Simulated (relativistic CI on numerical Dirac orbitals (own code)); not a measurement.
## Line list: Forbidden lines, Er²⁵⁺

Method of calculation: Dirac-Coulomb-Breit CI, orbitals from a KLI potential per configuration, QED by a radiative potential, unscaled Slater integrals (own radial code, finite nucleus).

CI space (outside the closed core [Ar] 3d10): 4s2 4p6 4d7, 4s2 4p5 4d8, 4s2 4p6 4d6 4f, 4s 4p6 4d8, 4s2 4p5 4d7 4f, 4s 4p6 4d7 4f, 4s2 4p6 4d6 5s, 4s2 4p6 4d6 5p, 4s2 4p6 4d5 4f 5s, 4s2 4p6 4d6 5d, 4s2 4p5 4d7 5s, 4s2 4p6 4d5 5s 5p, 4s2 4p6 4d6 5f, 4s2 4p5 4d7 5p, 4s2 4p6 4d6 6s, 4p6 4d8 4f, 4s 4p6 4d7 5s, 4p6 4d9, 4p5 4d10, 4p5 4d9 4f, 4s2 4p6 4d5 5s2, 4s2 4p6 4d4 4f 5s2, 4s2 4p5 4d5 4f 5s2, 4s 4p6 4d5 4f 5s2, 4p6 4d8 5s, 4p5 4d9 5s, 4p5 4d8 4f 5s. Double excitations out of closed p, d and f shells are left out; levels of such configurations are missing from the list, as are those of other unlisted configurations, and high levels can miss mixing partners. These lack a partner that the ground configuration has and come out too high: 4s2 4p5 4d7 5p.

| λ vac (nm) | Lower | Upper | Type | A (s⁻¹) | log gf |
| --- | --- | --- | --- | --- | --- |
| 7.2955 | 4s2 4p6 4d7 2H_11/2 [9] | 4s2 4p6 4d6 4f 2K°_15/2 [143] | M2 | 2.79e+03 | -7.45 |
| 7.4945 | 4s2 4p6 4d7 4F_9/2 [1] | 4s2 4p6 4d6 4f 6G°_13/2 [39] | M2 | 1.41e+04 | -6.78 |
| 7.5026 | 4s2 4p6 4d7 2H_11/2 [9] | 4s2 4p6 4d6 4f 2K°_15/2 [107] | M2 | 4.56e+03 | -7.21 |
| 7.5315 | 4s2 4p6 4d7 2H_11/2 [9] | 4s2 4p6 4d6 4f 4I°_15/2 [102] | M2 | 1.14e+04 | -6.81 |
| 7.6324 | 4s2 4p6 4d7 2H_11/2 [9] | 4s2 4p6 4d6 4f 4K°_15/2 [87] | M2 | 5.52e+03 | -7.11 |
| 56.416 | 4s2 4p6 4d7 4P_5/2 [7] | 4s2 4p6 4d7 2D_5/2 [18] | M1 | 9.61e+03 | -5.56 |
| 65.633 | 4s2 4p6 4d7 2D_5/2 [3] | 4s2 4p6 4d7 2D_3/2 [16] | M1 | 4.84e+03 | -5.90 |
| 72.435 | 4s2 4p6 4d7 4F_7/2 [4] | 4s2 4p6 4d7 2F_7/2 [17] | M1 | 4.16e+03 | -5.58 |
| 75.258 | 4s2 4p6 4d7 4F_9/2 [1] | 4s2 4p6 4d7 2G_7/2 [10] | M1 | 1.10e+03 | -6.13 |
| 78.302 | 4s2 4p6 4d7 2F_5/2 [11] | 4s2 4p6 4d7 2D_5/2 [18] | M1 | 7.83e+03 | -5.36 |
| 84.052 | 4s2 4p6 4d7 4F_9/2 [1] | 4s2 4p6 4d7 2H_11/2 [9] | M1 | 6.71e+02 | -6.07 |
| 84.127 | 4s2 4p6 4d7 2D_5/2 [12] | 4s2 4p6 4d7 2D_3/2 [19] | M1 | 2.78e+04 | -4.93 |
| 85.316 | 4s2 4p6 4d7 4F_3/2 [13] | 4s2 4p6 4d7 2D_3/2 [19] | M1 | 1.41e+04 | -5.21 |
| 87.740 | 4s2 4p6 4d7 2G_9/2 [5] | 4s2 4p6 4d7 2F_7/2 [17] | M1 | 6.00e+03 | -5.26 |
| 97.419 | 4s2 4p6 4d7 4F_7/2 [4] | 4s2 4p6 4d7 2D_5/2 [12] | M1 | 2.40e+04 | -4.69 |
| 97.691 | 4s2 4p6 4d7 2D_5/2 [3] | 4s2 4p6 4d7 2F_5/2 [11] | M1 | 2.50e+03 | -5.67 |
| 101.24 | 4s2 4p6 4d7 2G_9/2 [5] | 4s2 4p6 4d7 2H_9/2 [14] | M1 | 8.48e+03 | -4.89 |
| 102.47 | 4s2 4p6 4d7 4F_9/2 [1] | 4s2 4p6 4d7 2G_9/2 [5] | M1 | 8.46e+03 | -4.88 |
| 118.58 | 4s2 4p6 4d7 4P_1/2 [8] | 4s2 4p6 4d7 2P_1/2 [15] | M1 | 1.19e+04 | -5.30 |
| 124.53 | 4s2 4p6 4d6 4f 6H°_15/2 [53] | 4s2 4p6 4d6 4f 2K°_15/2 [107] | M1 | 3.83e+03 | -4.85 |
| 127.08 | 4s2 4p6 4d7 2G_7/2 [10] | 4s2 4p6 4d7 2F_7/2 [17] | M1 | 2.21e+03 | -5.37 |
| 129.20 | 4s2 4p6 4d7 2H_11/2 [9] | 4s2 4p6 4d7 2H_9/2 [14] | M1 | 4.25e+03 | -4.97 |
| 129.75 | 4s2 4p6 4d7 2P_3/2 [2] | 4s2 4p6 4d7 4P_1/2 [8] | M1 | 8.04e+03 | -5.39 |
| 129.88 | 4s2 4p6 4d7 4F_3/2 [6] | 4s2 4p6 4d7 4F_3/2 [13] | M1 | 8.48e+03 | -5.07 |
| 132.74 | 4s2 4p6 4d7 4F_3/2 [6] | 4s2 4p6 4d7 2D_5/2 [12] | M1 | 2.29e+03 | -5.44 |
| 136.03 | 4s2 4p6 4d7 4F_9/2 [1] | 4s2 4p6 4d7 4F_7/2 [4] | M1 | 1.07e+04 | -4.62 |
| 136.17 | 4s2 4p6 4d7 4P_5/2 [7] | 4s2 4p6 4d7 4F_3/2 [13] | M1 | 8.07e+03 | -5.05 |
| 146.63 | 4s2 4p6 4d7 2P_3/2 [2] | 4s2 4p6 4d7 4P_5/2 [7] | M1 | 2.48e+03 | -5.32 |
| 154.70 | 4s2 4p6 4d7 2P_3/2 [2] | 4s2 4p6 4d7 4F_3/2 [6] | M1 | 3.95e+03 | -5.25 |
| 203.00 | 4s2 4p6 4d7 2D_5/2 [3] | 4s2 4p6 4d7 4F_3/2 [6] | M1 | 3.16e+03 | -5.11 |

Terms are leading LS components. Brackets give the number of a level in order of energy, since labels repeat. The list gives strong lines, with weight on those to low levels, among the lowest 400 of 9811 levels, so that lines to higher ones, which can be the strongest, are missing. Levels whose partners in the same complex of configurations lie outside the list can be far off, and so can their lines. Rates are taken at the computed energies, electric ones in the length gauge.

At this charge energies of transitions that change n are usually good to better than 1 %, and those within a shell (Δn = 0) to a few per cent. Terms inside the open d or f shell come out 10 to 20 % too wide with unscaled integrals.

LS names give the leading component of a level, which can be under half, so a name can repeat, a term be missing and a line seem to break the LS rules.
